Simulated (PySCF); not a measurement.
In(PH3)Cl3.
SMILES: `[PH3]->[In]([Cl])([Cl])[Cl]`

A linear-response calculation (PySCF, def2-SVPD basis, gas phase, vertical, core orbitals frozen in the response) gave these numbers; the functional is withheld.

Orbital energies (eV): HOMO-3 -10.82, HOMO-2 -10.81, HOMO-1 -10.73, HOMO -10.70, LUMO -0.57, LUMO+1 0.82, LUMO+2 0.84.

```json
{"state": "S1", "E (eV)": "5.65", "f": "0.0001", "main configurations (H = HOMO, L = LUMO)": "H→L (92%)"}
{"state": "S2", "E (eV)": "5.83", "f": "0.0066", "main configurations (H = HOMO, L = LUMO)": "H-4→L (60%), H-2→L (33%)"}
{"state": "S3", "E (eV)": "5.83", "f": "0.0067", "main configurations (H = HOMO, L = LUMO)": "H-5→L (70%), H-3→L (22%)"}
{"state": "S4", "E (eV)": "5.87", "f": "0.141", "main configurations (H = HOMO, L = LUMO)": "H-1→L (92%)"}
{"state": "S5", "E (eV)": "5.87", "f": "0.062", "main configurations (H = HOMO, L = LUMO)": "H-2→L (55%), H-4→L (33%)"}
{"state": "S6", "E (eV)": "5.90", "f": "0.066", "main configurations (H = HOMO, L = LUMO)": "H-3→L (67%), H-5→L (23%)"}
```

Triplets, Tamm–Dancoff:

| state | E (eV) | λ (nm) | main configurations (H = HOMO, L = LUMO) |
| --- | --- | --- | --- |
| T1 | 5.33 | 232.5 | H→L (90%) |
| T2 | 5.38 | 230.2 | H-2→L (89%) |
| T3 | 5.40 | 229.5 | H-3→L (90%) |
| T4 | 5.40 | 229.4 | H-1→L (91%) |

Vertical ionisation energy by ΔSCF with the same functional: 10.96 eV. Mean static polarisability: 105.5 au.

Orbitals of the list HOMO-3 to LUMO+2 that lie within 0.01 eV of each other are written together with a slash and their weights summed (≥ marks a lower bound); for degenerate orbitals outside that list single weights are arbitrary.

Question: Which of these was used?
A. B3LYP
B. HF
C. PBE
D. wB97X-D

Answer: D. wB97X-D is range-separated, 22% exact exchange at short range and 100% at long range (ω = 0.2 bohr⁻¹). In this run −ε(HOMO) = 10.70 eV differs from the ΔSCF value by -0.26 eV, and S1 differs from the orbital gap of 10.13 eV by -4.48 eV. The ratio −ε(HOMO)/IP is 0.98. Usual ranges for neutral molecules in this basis: 0.89 to 0.99 with wB97X-D, 0.5 to 0.7 with PBE, 0.67 to 0.83 with B3LYP; with Hartree–Fock the ratio is 1 or more (Koopmans' value less the relaxation energy is the ΔSCF value).

Theory: TDDFT wB97X-D/def2-SVPD, vertical, gas phase, core orbitals frozen in the response, def2 core potentials past Kr in PySCF. Geometry: PBE0-D3(BJ)/def2-SVP; no solvent, vibrations or thermal averaging. Spin–orbit coupling is left out.
